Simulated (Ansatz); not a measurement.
`BC1(F)C=C1` + `O[SiH2]F` → `BO[SiH2]F` + `FC1C=C1` at 298.15 K and 1 bar (ligand exchange at a B–C bond).

Isolated molecules relaxed with PBE0-D4/def2-TZVP in Ansatz; ΔE leaves out vibrations. CCSD(T)/CBS is the MP2 limit (def2-TZVPP, def2-QZVPP) plus CCSD(T) − MP2 in def2-TZVPP, frozen cores. Each species was taken in one conformer, which may not be the lowest.

```json
{"species": "`BC1(F)C=C1`", "CCSD(T)/CBS energy (Eh)": "-241.02980", "H − E (kJ/mol)": "171.4", "S (J/(mol·K))": "302.4"}
{"species": "`O[SiH2]F`", "CCSD(T)/CBS energy (Eh)": "-465.96250", "H − E (kJ/mol)": "103.4", "S (J/(mol·K))": "276.2"}
{"species": "`BO[SiH2]F`", "CCSD(T)/CBS energy (Eh)": "-491.38453", "H − E (kJ/mol)": "138.7", "S (J/(mol·K))": "314.2"}
{"species": "`FC1C=C1`", "CCSD(T)/CBS energy (Eh)": "-215.65206", "H − E (kJ/mol)": "141.3", "S (J/(mol·K))": "267.3"}
```

H − E and S are ideal-gas, rigid-rotor, harmonic terms from PBE0-D4/def2-TZVP, for one conformer and one mirror image of each species. 1 Eh = 2625.50 kJ/mol, R = 8.31446 J/(mol·K).

Task: By hand: ΔE, ΔH, ΔS and ΔG.

Result: ΔE = (-491.38453) + (-215.65206) − (-241.02980) − (-465.96250) = -0.04429 Eh = -116.3 kJ/mol. Δ(H − E) = 138.7 + 141.3 − 171.4 − 103.4 = 5.2, so ΔH = -111.1 kJ/mol. ΔS = 314.2 + 267.3 − 302.4 − 276.2 = 2.9 J/(mol·K). ΔG = -111.1 − 298.15 × (2.9)/1000 = -112.0 kJ/mol.

Task: By hand: the equilibrium constant, and the temperature at which ΔG would vanish if ΔH and ΔS stayed fixed.

Result: log₁₀ K = −ΔG/(RT ln 10) = 19.6. ΔH and −TΔS have one sign here, so there is no such temperature.

The number of gas molecules stays the same, so ΔS is small and ΔH decides. A doubt of 5 kJ/mol in ΔE shifts log₁₀ K by 0.9 here. Other conformers and mirror images would add mixing entropy, several J/(mol·K) or more a flexible species. Modes under 60 cm⁻¹, often nearly free rotors, make the harmonic entropy too high. These are equilibria of isolated gas molecules and say nothing of rates. Largest T1 diagnostic: 0.013 (customary marks: 0.02 for closed shells, 0.045 for open ones).

ΔS is within the doubt of such terms, so its sign, and with it that verdict, could turn.
